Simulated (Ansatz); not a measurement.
Start from `O[SiH]1[CH2][GeH2]1` and change one atom or group to get `C[SiH]1[CH2][GeH2]1`.

Ansatz, PBE0-D4/def2-TZVP geometries, multiplicity 1. Each molecule was computed in one conformer, which needn't be the lowest.

Scalar relativity is left out up to krypton.

```tsv
property	`O[SiH]1[CH2][GeH2]1`
HOMO–LUMO gap (ωB97M-V/def2-TZVPP) / eV	9.89
HOMO energy (PBE0/def2-TZVPP) / eV	-6.41
size of the dipole moment (ωB97M-V/def2-TZVPP) / D	1.17
size of the dipole moment (B3LYP/def2-TZVPP) / D	1.11
LUMO energy (ωB97M-V/def2-TZVPP) / eV	1.48
HOMO energy (ωB97M-V/def2-TZVPP) / eV	-8.41
```

(1) What does the change do to each property? (Best estimate.)

Results:

(1) The calculation gave: 
```
                                          property  `C[SiH]1[CH2][GeH2]1`  shift
           HOMO–LUMO gap (ωB97M-V/def2-TZVPP) / eV                  10.17   0.28
                HOMO energy (PBE0/def2-TZVPP) / eV                  -6.35   0.06
size of the dipole moment (ωB97M-V/def2-TZVPP) / D                   1.17   0.00
  size of the dipole moment (B3LYP/def2-TZVPP) / D                   1.16   0.05
             LUMO energy (ωB97M-V/def2-TZVPP) / eV                   1.82   0.34
             HOMO energy (ωB97M-V/def2-TZVPP) / eV                  -8.35   0.06
```

With PBE0 the HOMO rises by 0.06 eV and the LUMO rises by 0.31 eV, so the gap widens by about 0.25 eV. PBE moves the HOMO by 0.03 eV and ωB97M-V by 0.06 eV. Dipoles are sizes alone; their direction can turn.

Positive LUMOs are unbound, so they and the gaps depend on the basis.

B3LYP here is the variant with VWN-RPA as its local correlation; programs differ in this.
